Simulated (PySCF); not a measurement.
# A small calculation by hand: entropy of an ideal gas

FGeH5N2, SMILES [NH2][GeH]([NH2])[F].

The structure is a stationary point at PBE-D3(BJ)/def2-SVP. This is a generated structure with no PubChem entry under its InChIKey; it may be hypothetical. One conformer was computed; it need not be the lowest.

PBE-D3(BJ)/def2-SVP (PySCF) gives the harmonic wavenumbers 134, 195, 211, 248, 311, 509, 524, 659, 668, 696, 709, 736, 875, 886, 1487, 1491, 2074, 3453, 3460, 3552, 3563 cm⁻¹ and the rotational temperatures 0.2729, 0.2429, 0.1581 K. The molar mass is 124.68 g/mol, the symmetry number 1, the spin multiplicity 1.

Question: Work out the entropy at 298.15 K and 1 atm in the rigid-rotor, harmonic-oscillator model.

Answer: 
Translation (Sackur–Tetrode at 1 atm): S = R[1.5 ln M + 2.5 ln T − 1.16487] = 168.9 J/(mol K).
Rotation: q = (√π/σ) T^1.5/√(θA θB θC) = 89100, S = R[ln q + 3/2] = 107.2 J/(mol K).
Vibration: with u = 1.4388 ν/T, each mode gives R[u/(e^u − 1) − ln(1 − e^−u)]:
```csv
ν (cm⁻¹),modes,u,S (J/(mol K))
134,1,0.65,12.08
195,1,0.94,9.12
211,1,1.02,8.51
248,1,1.20,7.30
311,1,1.50,5.68
509,1,2.46,2.66
524,1,2.53,2.51
659,1,3.18,1.50
668,1,3.22,1.45
696,1,3.36,1.30
709,1,3.42,1.24
736,1,3.55,1.11
875,1,4.22,0.65
886,1,4.28,0.62
1487,1,7.18,0.05
1491,1,7.20,0.05
```
The stiffer modes add less than 0.005 each. Sum 55.8 J/(mol K).
Spin: R ln 1 = 0.0 J/(mol K).
Total 332.0 J/(mol K); the program's own thermochemistry gives 332.0. Translation makes up 51 % and vibration 17 %. Anharmonicity, hindered rotation and orbital degeneracy are left out.
